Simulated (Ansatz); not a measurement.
`C[CH2][Sn][OH]` + H–F → `[OH][Sn][F]` + ethane at 500 K and 1 bar (ligand exchange at the Sn–C bond).

Isolated molecules relaxed with PBE0-D4/def2-TZVP in Ansatz; ΔE leaves out vibrations. CCSD(T)/CBS is the MP2 limit (def2-TZVPP, def2-QZVPP) plus CCSD(T) − MP2 in def2-TZVPP, frozen cores. This one scheme is used for every species. def2 core potentials past Kr. For Sn outer-core shells are correlated without core-valence functions, which leaves a few kJ/mol of doubt a bond. Each species was taken in one conformer, which may not be the lowest.

| species | CCSD(T)/CBS energy (Eh) | H − E (kJ/mol) | S (J/(mol·K)) |
| --- | --- | --- | --- |
| `C[CH2][Sn][OH]` | -368.93756 | 244.7 | 398.1 |
| H–F | -100.39570 | 39.4 | 188.7 |
| `[OH][Sn][F]` | -389.66871 | 64.5 | 325.7 |
| `CC` | -79.71954 | 220.5 | 259.9 |

H − E and S are ideal-gas, rigid-rotor, harmonic terms from PBE0-D4/def2-TZVP, for one conformer and one mirror image of each species. 1 Eh = 2625.50 kJ/mol, R = 8.31446 J/(mol·K).

Problem. By hand: ΔE, ΔH, ΔS and ΔG.

Solution. ΔE = (-389.66871) + (-79.71954) − (-368.93756) − (-100.39570) = -0.05499 Eh = -144.4 kJ/mol. Δ(H − E) = 64.5 + 220.5 − 244.7 − 39.4 = 0.9, so ΔH = -143.5 kJ/mol. ΔS = 325.7 + 259.9 − 398.1 − 188.7 = -1.2 J/(mol·K). ΔG = -143.5 − 500 × (-1.2)/1000 = -142.9 kJ/mol.

Problem. By hand: the equilibrium constant, and the temperature at which ΔG would vanish if ΔH and ΔS stayed fixed.

Solution. log₁₀ K = −ΔG/(RT ln 10) = 14.9. ΔG = 0 at ΔH/ΔS = 119583 K, far beyond where these terms or the molecules hold.

The number of gas molecules stays the same, so ΔS is small and ΔH decides. A doubt of 5 kJ/mol in ΔE shifts log₁₀ K by 0.5 here. Other conformers and mirror images would add mixing entropy, several J/(mol·K) or more a flexible species. These are equilibria of isolated gas molecules and say nothing of rates. Largest T1 diagnostic: 0.018 (customary marks: 0.02 for closed shells, 0.045 for open ones).
